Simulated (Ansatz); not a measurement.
A made-up structure of B2H3ClO, closed shell:

| atom | x (Å) | y (Å) | z (Å) |
| --- | --- | --- | --- |
| O1 | 0.2299 | 1.5409 | 0.2485 |
| B2 | -0.1797 | 0.3946 | -0.3442 |
| B3 | -0.0469 | -1.0798 | 0.4667 |
| Cl4 | 1.3943 | -2.0437 | 0.2293 |
| H5 | 2.7198 | -2.1180 | 0.3098 |
| H6 | -0.6372 | 0.4420 | -1.4623 |
| H7 | -0.8819 | -1.5734 | 1.1664 |

It is relaxed with PBE-D4/def2-SVP and then PBE0-D4/def2-TZVP (Ansatz 0.2.0). Atoms count as bonded within 1.22 times the sum of their covalent radii (H–H: 0.88 Å). The end point is not checked to be a true minimum.

Question: Does its bonding change? (Judge from chemistry; the calculation decides.)

Answer: Computed: Yes. Formed: O1–B3; broken: B3–Cl4.

Where it ends: The first stage lowers the energy by 3.91 eV in 49 steps. It ends as a complex of B₂H₂O ([BH]1[BH][O]1) + HCl:
```xyz
7
angstrom
O 0.3153 -0.5962 0.0923
B -0.4395 0.4224 -0.4649
B -0.8433 -0.3832 0.8203
Cl 3.0419 -2.3593 -0.1492
H 1.9621 -1.6600 -0.0534
H -0.2138 1.0776 -1.4236
H -1.2243 -0.9386 1.7927
```

Labels in which every atom is bracketed show which atoms are joined, not bond orders.

For scale, one of the runs: PBE0-D4/def2-TZVP relaxation, 148 basis functions, launched by `ansatz run in.yaml --threads 2 --pin off --events-out ev --progress --plain --max-ram 4352MiB`. Hardware: 2 CPU threads of an Arm Neoverse V1, shared host. Wall time about 45 s.
